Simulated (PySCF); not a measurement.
**`CC(=O)/C=C/C(=O)O`, C₅H₆O₃**

Molfile (atoms numbered from 1):
```
C5H6O3
     RDKit          3D

 14 13  0  0  0  0  0  0  0  0999 V2000
   -2.5788    0.3265   -0.4826 C   0  0  0  0  0  0  0  0  0  0  0  0
   -1.4655   -0.2133    0.3729 C   0  0  0  0  0  0  0  0  0  0  0  0
   -1.6484   -0.8487    1.3834 O   0  0  0  0  0  0  0  0  0  0  0  0
   -0.1050    0.1067   -0.1296 C   0  0  0  0  0  0  0  0  0  0  0  0
    0.9962   -0.3389    0.4775 C   0  0  0  0  0  0  0  0  0  0  0  0
    2.3442   -0.0111   -0.0293 C   0  0  0  0  0  0  0  0  0  0  0  0
    2.5782    0.6376   -1.0171 O   0  0  0  0  0  0  0  0  0  0  0  0
    3.3044   -0.5231    0.7487 O   0  0  0  0  0  0  0  0  0  0  0  0
   -3.5439    0.0351   -0.0775 H   0  0  0  0  0  0  0  0  0  0  0  0
   -2.4762   -0.0509   -1.4981 H   0  0  0  0  0  0  0  0  0  0  0  0
   -2.5109    1.4125   -0.5191 H   0  0  0  0  0  0  0  0  0  0  0  0
   -0.0201    0.7190   -1.0168 H   0  0  0  0  0  0  0  0  0  0  0  0
    0.9430   -0.9545    1.3635 H   0  0  0  0  0  0  0  0  0  0  0  0
    4.1819   -0.2975    0.4019 H   0  0  0  0  0  0  0  0  0  0  0  0
  1  2  1  0
  2  3  2  0
  2  4  1  0
  4  5  2  0
  5  6  1  0
  6  7  2  0
  6  8  1  0
  1  9  1  0
  1 10  1  0
  1 11  1  0
  4 12  1  0
  5 13  1  0
  8 14  1  0
M  END
```

The calculation used PySCF, GIAO B3LYP/pcSseg-1 magnetisability, rotational g tensor and spin-rotation constants, non-relativistic, gas phase. Geometry: GFN2-xTB.

(1) Give the nuclear spin-rotation constants along the inertial axes (H = +C I·J) beside the isotropic shieldings.

(2) How do the rotational constants and the g tensor change when H9, H10, H11, H12, H13, H14 are replaced by deuterium?

## Answers

(1) Rotational constants 5.4865, 0.9554, 0.8179 GHz. A star marks the isotopologue with that one atom substituted, in its own axes.
| atom | isotope | Caa (kHz) | Cbb (kHz) | Ccc (kHz) | mean (kHz) | σ (ppm) |
| --- | --- | --- | --- | --- | --- | --- |
| H9 | 1H | 0.151 | -0.092 | -0.098 | -0.013 | 29.6 |
| H10 | 1H | -0.608 | -0.052 | -0.018 | -0.226 | 29.3 |
| H11 | 1H | -0.612 | -0.057 | -0.014 | -0.228 | 29.3 |
| H12 | 1H | -0.463 | 0.101 | -0.101 | -0.154 | 24.5 |
| H13 | 1H | -0.473 | 0.091 | -0.096 | -0.159 | 24.9 |
| H14 | 1H | 0.343 | -0.082 | -0.115 | 0.049 | 25.4 |
| C1 | 13C* | 0.811 | 0.172 | 0.158 | 0.381 | 146.6 |
| C2 | 13C* | 3.167 | 0.455 | 0.184 | 1.269 | -19.2 |
| O3 | 17O* | -3.846 | -1.023 | -0.017 | -1.629 | -336.5 |
| C4 | 13C* | 2.353 | 0.424 | 0.136 | 0.971 | 35.0 |
| C5 | 13C* | 2.336 | 0.397 | 0.126 | 0.953 | 44.5 |
| C6 | 13C* | 2.893 | 0.336 | 0.215 | 1.148 | 10.0 |
| O7 | 17O* | -2.847 | -0.561 | -0.067 | -1.159 | -89.3 |
| O8 | 17O* | -1.366 | -0.231 | -0.162 | -0.586 | 114.2 |

For the geometry as given, no vibrational averaging.

(2) Constants 4.8919, 0.8754, 0.7495 GHz; g -0.0885, -0.0148, -0.0032, against -0.0983, -0.0163, -0.0035 before.
